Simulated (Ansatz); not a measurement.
One change: `[CH3][AlH][SiH2][SbH2]` becomes `[CH3][AlH][SiH2][SeH]`.

Ansatz, PBE0-D4/def2-TZVP geometries, multiplicity 1. Each molecule was computed in one conformer, which needn't be the lowest.

Elements past krypton have def2 core potentials. Scalar relativity is left out up to krypton.

```csv
property,`[CH3][AlH][SiH2][SbH2]`
size of the dipole moment (ωB97M-V/def2-TZVPP) / D,0.81
HOMO energy (B3LYP/def2-TZVPP) / eV,-6.35
HOMO energy (ωB97M-V/def2-TZVPP) / eV,-8.39
size of the dipole moment (B3LYP/def2-TZVPP) / D,0.86
size of the dipole moment (PBE/def2-TZVPP) / D,0.94
LUMO energy (B3LYP/def2-TZVPP) / eV,-1.41
```

Task: Give the same properties after the change, and the shifts. (Estimate.)

Result: The calculation gave: 
```json
{"property": "size of the dipole moment (ωB97M-V/def2-TZVPP) / D", "`[CH3][AlH][SiH2][SeH]`": "1.87", "shift": "1.06"}
{"property": "HOMO energy (B3LYP/def2-TZVPP) / eV", "`[CH3][AlH][SiH2][SeH]`": "-6.61", "shift": "-0.26"}
{"property": "HOMO energy (ωB97M-V/def2-TZVPP) / eV", "`[CH3][AlH][SiH2][SeH]`": "-9.00", "shift": "-0.61"}
{"property": "size of the dipole moment (B3LYP/def2-TZVPP) / D", "`[CH3][AlH][SiH2][SeH]`": "1.80", "shift": "0.94"}
{"property": "size of the dipole moment (PBE/def2-TZVPP) / D", "`[CH3][AlH][SiH2][SeH]`": "1.77", "shift": "0.83"}
{"property": "LUMO energy (B3LYP/def2-TZVPP) / eV", "`[CH3][AlH][SiH2][SeH]`": "-2.04", "shift": "-0.63"}
```

With PBE0 the HOMO falls by 0.30 eV and the LUMO falls by 0.62 eV, so the gap narrows by about 0.32 eV. PBE moves the HOMO by -0.06 eV and ωB97M-V by -0.61 eV. The zero-point energy changes by -16.3 kJ/mol with -3 modes. Dipoles are sizes alone; their direction can turn.

B3LYP here is the variant with VWN-RPA as its local correlation; programs differ in this.

Spin–orbit coupling is left out; it splits and shifts lone-pair levels of the heavy atoms by tenths of an eV.
